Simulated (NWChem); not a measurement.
Molecule: CrHSO₂Cl; SMILES [Cl][Cr]([OH])(=[S])=[O]

```xyz
6

Cr    -0.2874     0.0951     0.0780
O     -0.9563     0.1791     1.4798
S      1.0870     1.5435    -0.1090
Cl     0.6698    -1.8120    -0.0994
O     -1.4806     0.2940    -1.1731
H     -2.3861     0.0404    -0.8913
```
Atoms are numbered in this order, from 1.

All runs: NWChem. Medium grid unless said otherwise, to which SCAN and Minnesota functionals are sensitive. Coordinates come from a PBE-D3(BJ)/def2-SVP optimisation.

**Question.** Order these by “highest occupied level (eV)”, lowest first: revPBE/def2-SVP; LC-wPBE (HJS exchange hole, range parameter 0.4 per bohr)/def2-SVP; CAM-B3LYP/def2-SVP; B3LYP/def2-SVP; MN15/def2-SVP.

**Answer.** LC-wPBE (HJS exchange hole, range parameter 0.4 per bohr)/def2-SVP (-10.82), CAM-B3LYP/def2-SVP (-9.34), MN15/def2-SVP (-8.80), B3LYP/def2-SVP (-7.79), revPBE/def2-SVP (-6.73)
